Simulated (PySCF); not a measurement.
3-fluoro-4-methyl-2H-oxete (C4H5FO), SMILES FC1=C(OC1)C. Geometry: PBE-D3(BJ)/def2-SVP.

Computed with PySCF 2.14.0 with PBE-D3(BJ)/def2-SVP.

Harmonic wavenumbers (cm⁻¹): 146, 214, 231, 306, 428, 490, 673, 729, 897, 917, 952, 1007, 1056, 1079, 1156, 1244, 1312, 1376, 1384, 1401, 1415, 1784, 2966, 2990, 3039, 3057, 3091. Rotational constants (GHz): 5.126, 3.612, 2.179; symmetry number 1.

**Question.** Work out the zero-point energy and the ideal-gas rigid-rotor harmonic-oscillator thermochemistry at 298.15 K and 1 atm.

**Answer.** ZPE = ½ Σ hcν = ½ × 35339 cm⁻¹ = 50.52 kcal/mol. H − E(el) = 54.88 kcal/mol. Entropy in cal/(mol K): translation 39.34, rotation 26.48, vibration 10.96, total 76.78. G − E(el) = 31.99 kcal/mol. Cp = 22.89 cal/(mol K). Modes under 150 cm⁻¹ make the vibrational entropy uncertain.
